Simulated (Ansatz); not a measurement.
`OCCBF`. Total charge 0; spin multiplicity 1. The structure was optimised at the PBE0-D4/def2-TZVP level. It is one conformer, not always the lowest.

```xyz
11

O    -1.779   -0.337    0.283
C    -0.490   -0.816    0.601
C     0.585    0.251    0.447
B     0.766    0.855   -0.975
F    -0.016    0.452   -1.976
H    -1.818   -0.198   -0.667
H    -0.545   -1.153    1.639
H    -0.238   -1.695   -0.008
H     1.563   -0.132    0.774
H     0.383    1.087    1.133
H     1.587    1.686   -1.251
```

**Question.** What is the dipole moment at r2SCAN/def2-TZVPP? (Estimate.)

**Answer.** The calculation gave: 1.60 D, with components (1.59, -0.15, 0.11) D in this frame, pointing from negative to positive charge.

**Question.** And with PBE, B3LYP, ωB97M-V? (An estimate is asked.)

**Answer.** Ansatz gave: PBE 1.52 D, B3LYP 1.69 D, ωB97M-V 1.68 D.

**Question.** Give the Mulliken charges with r2SCAN, B3LYP, ωB97M-V in def2-TZVPP. (An estimate is asked.)

**Answer.** The calculation gave: 
```json
{"atom": "O1", "r2SCAN": "-0.38", "B3LYP": "-0.36", "ωB97M-V": "-0.34"}
{"atom": "C2", "r2SCAN": "0.14", "B3LYP": "0.04", "ωB97M-V": "-0.03"}
{"atom": "C3", "r2SCAN": "-0.11", "B3LYP": "-0.16", "ωB97M-V": "-0.21"}
{"atom": "B4", "r2SCAN": "0.28", "B3LYP": "0.23", "ωB97M-V": "0.18"}
{"atom": "F5", "r2SCAN": "-0.27", "B3LYP": "-0.26", "ωB97M-V": "-0.25"}
{"atom": "H6", "r2SCAN": "0.20", "B3LYP": "0.19", "ωB97M-V": "0.18"}
{"atom": "H7", "r2SCAN": "0.04", "B3LYP": "0.09", "ωB97M-V": "0.11"}
{"atom": "H8", "r2SCAN": "0.04", "B3LYP": "0.08", "ωB97M-V": "0.11"}
{"atom": "H9", "r2SCAN": "0.04", "B3LYP": "0.07", "ωB97M-V": "0.10"}
{"atom": "H10", "r2SCAN": "0.06", "B3LYP": "0.09", "ωB97M-V": "0.11"}
{"atom": "H11", "r2SCAN": "-0.03", "B3LYP": "0.00", "ωB97M-V": "0.04"}
```

B3LYP here is the variant with VWN-RPA as its local correlation; programs differ in this.
